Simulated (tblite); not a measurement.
Bromoketene, C2HBrO.
InChI=1S/C2HBrO/c3-1-2-4/h1H

Level: GFN2-xTB in tblite, geometry and Hessian alike; calculated harmonic values, unscaled, isolated species. Against measured fundamentals such values can be off by several per cent, at times by over 20.

Harmonic wavenumbers (cm⁻¹): 122.5, 337.8, 464.7, 514.3, 673.8, 1046.6, 1304.7, 2290.9, 3136.3.

A = 30345, B = 2091, C = 1956 MHz; mass 119.921 u (most abundant isotopes); point group Cs, symmetry number 1.

Q: Zero-point energy?

A: ½Σν̃ = 4946 cm⁻¹ = 14.14 kcal/mol.

Q: What is S at 298.15 K and 1 bar for an ideal gas of classical rigid rotors and harmonic oscillators?

A: Translation 40.29, rotation 25.36, vibration 6.10: S = 71.8 cal/(mol K).

Q: And Cp and H(298.15 K) − H(0)?

A: Cp = 15.38 cal/(mol K), of which vibrations give 7.44 (their classical limit is 9 R = 17.9); H(298.15 K) − H(0) = 3.44 kcal/mol without the zero-point energy, 1.07 from vibrations.

Q: What must be added to the electronic energy to get the Gibbs energy at 298.15 K and 1 bar?

A: ZPE + [H(298.15 K) − H(0)] − T·S = 14.14 + 3.44 − 21.39 = -3.81 kcal/mol.

Q: Which modes carry the vibrational entropy at 298.15 K?

A: 122.5 cm⁻¹: 3.06; 337.8 cm⁻¹: 1.22; 464.7 cm⁻¹: 0.75; 514.3 cm⁻¹: 0.62; 673.8 cm⁻¹: 0.34; 1046.6 cm⁻¹: 0.08 cal/(mol K); the other 3 give 0.03 together.

Q: How do the functions run with temperature in this model?

A: 
```tsv
T (K)	S (cal/(mol K))	Cp (cal/(mol K))	H − H(0) (kcal/mol)	G − H(0) (kcal/mol)	ln q(vib)
50	51.7	8.7	0.41	-2.18	0.03
100	58.2	10.1	0.88	-4.94	0.20
373.15	75.4	16.7	4.64	-23.48	1.73
500	80.5	18.4	6.88	-33.37	2.48
750	88.4	20.6	11.77	-54.53	3.86
1000	94.5	22.0	17.10	-77.43	5.09
```

q(vib) and H(0) count from the zero-point level.

Q: Blend soft modes into free rotors: weight 1/[1 + (100 cm⁻¹/ν̃)⁴] for the oscillator and the rest for a rotor with moment μB/(μ + B), μ = h/(8π²ν), B = 10⁻⁴⁴ kg m². What vibrational entropy results?

A: 5.98 cal/(mol K) in place of 6.10, which changes −T·S at 298.15 K by +0.04 kcal/mol.

Hindered rotation and anharmonicity are outside this model.
